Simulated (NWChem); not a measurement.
System: C4H4F2O; SMILES FC1=C(F)OCC1

```xyz
11

F     -1.1156     1.7540    -0.0877
C     -0.5857     0.5372    -0.0424
C      0.7121     0.2251     0.0155
F      1.7620     0.9996     0.0030
O      0.9791    -1.0868     0.1138
C     -0.2752    -1.7487    -0.1176
C     -1.3872    -0.7132     0.1182
H     -0.2812    -2.0923    -1.1656
H     -0.3232    -2.6226     0.5443
H     -2.1997    -0.8151    -0.6180
H     -1.8409    -0.7809     1.1247
```
Atoms are numbered in this order, from 1.

Program: NWChem. Structure relaxed at the PBE0/def2-SVP level. Level: PBE0/def2-SVP with SMD (1 M gas to 1 M solution), gas-phase geometry.

Task: Predict the results for solvent water. Quantities: solvation free energy (kcal/mol); cavity-dispersion-structure term (kcal/mol); dipole in solution (D).

Result: 
| Quantity | Value |
|---|---|
| solvation free energy (kcal/mol) | -0.4 |
| cavity-dispersion-structure term (kcal/mol) | 4.3 |
| dipole in solution (D) | 3.51 |
